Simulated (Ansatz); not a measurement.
One change: `C[SiH2]C` becomes `C[SiH](C)O[SiH3]`.

Ansatz, PBE0-D4/def2-TZVP geometries, multiplicity 1. Each molecule was computed in one conformer, which needn't be the lowest.

| property | `C[SiH2]C` |
| --- | --- |
| HOMO energy (ωB97M-V/def2-TZVPP) / eV | -11.08 |
| HOMO energy (B3LYP/def2-TZVPP) / eV | -8.59 |
| size of the dipole moment (ωB97M-V/def2-TZVPP) / D | 0.79 |
| LUMO energy (PBE0/def2-TZVPP) / eV | 1.07 |
| LUMO energy (ωB97M-V/def2-TZVPP) / eV | 2.50 |
| HOMO–LUMO gap (ωB97M-V/def2-TZVPP) / eV | 13.57 |

Question: What does the change do to each property? (An estimate is asked.)

Answer: Ansatz gave: 
| property | `C[SiH](C)O[SiH3]` | shift |
| --- | --- | --- |
| HOMO energy (ωB97M-V/def2-TZVPP) / eV | -10.57 | 0.51 |
| HOMO energy (B3LYP/def2-TZVPP) / eV | -8.09 | 0.50 |
| size of the dipole moment (ωB97M-V/def2-TZVPP) / D | 0.92 | 0.13 |
| LUMO energy (PBE0/def2-TZVPP) / eV | 0.28 | -0.79 |
| LUMO energy (ωB97M-V/def2-TZVPP) / eV | 1.91 | -0.59 |
| HOMO–LUMO gap (ωB97M-V/def2-TZVPP) / eV | 12.48 | -1.09 |

With PBE0 the HOMO rises by 0.53 eV and the LUMO falls by 0.79 eV, so the gap narrows by about 1.32 eV. PBE moves the HOMO by 0.59 eV and ωB97M-V by 0.51 eV. Dipoles are sizes alone; their direction can turn.

B3LYP here is the variant with VWN-RPA as its local correlation; programs differ in this.
